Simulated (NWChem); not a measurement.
System: CdHCl; SMILES [CdH][Cl]

All runs: NWChem. def2 effective core potentials on Cd; no spin-orbit coupling. B3LYP is NWChem's, with the RPA form of VWN correlation. Each level has its own optimisation; frequencies are unscaled.

For level PBE0-D3(BJ)/def2-TZVP (core potentials):

```yaml
r Cd–H (Å): 1.648
r Cd–Cl (Å): 2.285
highest harmonic frequency (cm⁻¹): 1891
lowest (cm⁻¹): 367
```

Problem. What are these values for level B3LYP/3-21G (all-electron, non-relativistic)?

Solution. 
| Item | Value |
|---|---|
| r Cd–H (Å) | 1.739 |
| r Cd–Cl (Å) | 2.414 |
| highest harmonic frequency (cm⁻¹) | 1701 |
| lowest (cm⁻¹) | 331 |
